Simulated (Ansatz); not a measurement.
`C/C(F)=[CH]/[GeH3]` + `BC[SiH2]Cl` → `Cl[SiH2][GeH3]` + `BC/C=C(/C)F`  (redistribution)

Program: Ansatz. Geometries: PBE0-D4/def2-TZVP. ΔE: electronic, gas phase. CCSD(T)/CBS adds triple-zeta CCSD(T) − MP2 to the extrapolated MP2 energy (def2 sets, frozen cores). Double bonds are as drawn, so ΔE can hold a change between cis and trans. Functionals use def2-TZVPP. B3LYP here is the variant with VWN-RPA as its local correlation; programs differ in this. For Ge outer-core shells are correlated without core-valence functions, which leaves a few kJ/mol of doubt a bond. Scalar relativity is left out up to krypton. Each species was taken in one conformer, which may not be the lowest.

`C/C(F)=[CH]/[GeH3]`:

Z-matrix (Å, degrees):
```
C
C 1 1.481
H 1 1.094 2 110.2
H 1 1.094 2 110.2 3 -118.4
H 1 1.089 2 110.7 3 120.8
F 2 1.351 1 111.3 3 59.3
C 2 1.323 1 129.6 3 -120.7
Ge 7 1.936 2 123.2 1 180.0
H 7 1.083 2 116.9 1 -0.0
H 8 1.537 7 110.9 2 60.6
H 8 1.537 7 110.9 2 -60.5
H 8 1.537 7 108.0 2 -180.0
```

`BC[SiH2]Cl`:

Cartesian coordinates in Å:
```
B -1.376 0.782 -0.306
C -0.585 -0.349 0.374
Si 1.230 -0.216 -0.084
Cl 2.256 -1.743 0.839
H -1.826 0.636 -1.406
H -1.504 1.845 0.230
H -0.867 -1.353 0.040
H -0.584 -0.297 1.467
H 1.819 1.059 0.388
H 1.436 -0.365 -1.543
```

`Cl[SiH2][GeH3]`:

```xyz
8

Cl    0.245    1.723    1.965
Si    0.874    0.724    0.274
Ge   -0.821   -0.799   -0.404
H     1.147    1.737   -0.775
H     2.137    0.019    0.607
H    -1.089   -1.818    0.713
H    -0.374   -1.551   -1.669
H    -2.119   -0.036   -0.711
```

`BC/C=C(/C)F`:

Z-matrix (Å, degrees):
```
B
C 1 1.959
C 1 1.563 2 48.7
H 1 1.197 2 105.2 3 117.3
H 1 1.195 2 113.3 3 -109.5
C 2 1.342 1 102.9 3 123.8
H 2 1.082 1 109.4 3 -112.3
H 3 1.086 1 118.4 2 108.9
H 3 1.086 1 117.0 2 -111.0
C 6 1.478 2 127.8 1 120.5
F 6 1.336 2 119.7 1 -62.7
H 10 1.093 6 110.0 2 -123.8
H 10 1.089 6 110.8 2 -3.0
H 10 1.094 6 110.1 2 118.0
```

CCSD(T)/CBS gives +30.2 kJ/mol.

Another level gave +30.8 kJ/mol. Which?
A. B3LYP-D4/def2-TZVPP
B. SCS-MP2/def2-TZVPP
C. HF/def2-TZVPP
D. MP2/def2-TZVPP

D. MP2/def2-TZVPP 30.8, B3LYP-D4 26.6, SCS-MP2/def2-TZVPP 37.3, HF/def2-TZVPP 56.2 kJ/mol.

Largest T1 diagnostic among the species: 0.012.

From PBE to PBE0 (25 % exact exchange), in def2-TZVPP and without D4, ΔE moves by +6.8 kJ/mol. In def2-TZVPP, CCSD(T) changes the Hartree–Fock value by −24.4 kJ/mol (the triples alone add −4.5 kJ/mol) and MP2 by −25.4 kJ/mol.
